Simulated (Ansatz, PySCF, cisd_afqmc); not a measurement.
Species: CH$_{2}$N, charge 0, doublet. CH2N (SMILES C=[N], doublet).
B3LYP-D3(BJ)/def2-TZVP minimum from Ansatz (a program for electronic structure):
```
C
N 1 1.2376
H 1 1.0983 2 121.59
H 1 1.0983 3 116.83 2 -180.00
```
Charge 0, spin multiplicity 2.

Atomisation energy term by term, kcal/mol (programs: Ansatz, cisd_afqmc). UHF or UKS for unpaired electrons; spin-orbit terms are left out. Cores are frozen in correlated methods. Rows without X2C or -DK are non-relativistic. AFQMC/CISD: phaseless, guided by CISD from CCSD amplitudes; bars are statistical, one sigma. Outlying blocks are dropped, and bars are widened where a walk drifts. Over all cases where full CI ran beside it in this data, AFQMC minus full CI had a median of +0.1 mEh and passed +0.4 mEh in a tenth of the cases. CBS(X,Y): correlation extrapolated as X^-3, Hartree-Fock from the larger set (Q,5: extrapolated as (X+1)exp(-9√X)). A bracket is a step between two methods taken in the basis named. 'core' is core correlation in cc-pwCVTZ, 'X2C' scalar relativity in cc-pVTZ-DK, both at CCSD(T). For partners of very few electrons the exact lower level stands in for a higher one. The UHF reference of CH2N (C=[N], doublet) is spin-contaminated (<S^2> up to 0.18 over the pure value in the sets run).

```json
[
 {"term": "Hartree-Fock", "basis": "CBS(cc-pVQZ,cc-pV5Z)", "kcal/mol": "235.86"},
 {"term": "CCSD correlation", "basis": "CBS(cc-pVQZ,cc-pV5Z)", "kcal/mol": "98.41"},
 {"term": "(T)", "basis": "CBS(cc-pVQZ,cc-pV5Z)", "kcal/mol": "7.21"},
 {"term": "CCSDT(Q) - CCSD(T)", "basis": "cc-pVTZ", "kcal/mol": "0.71"},
 {"term": "CCSDTQ - CCSDT(Q)", "basis": "cc-pVDZ", "kcal/mol": "-0.05"},
 {"term": "core correlation", "basis": "cc-pwCVTZ", "kcal/mol": "1.51"},
 {"term": "scalar relativity", "basis": "X2C, cc-pVTZ-DK", "kcal/mol": "-0.25"},
 {"term": "minus zero-point energy", "basis": "Hessian by PySCF at B3LYP-D3(BJ)/def2-TZVP", "kcal/mol": "-15.74"},
 {"term": "sum: D0", "basis": "", "kcal/mol": "327.6"}
]
```

The step beyond CCSD(T) by other levels: CCSDTQ in cc-pVDZ 0.84; AFQMC/CISD in cc-pVDZ 0.74 ± 0.17; CCSDT(Q) in cc-pVDZ 0.89; AFQMC/CISD in cc-pVTZ 0.35 ± 0.37 kcal/mol.
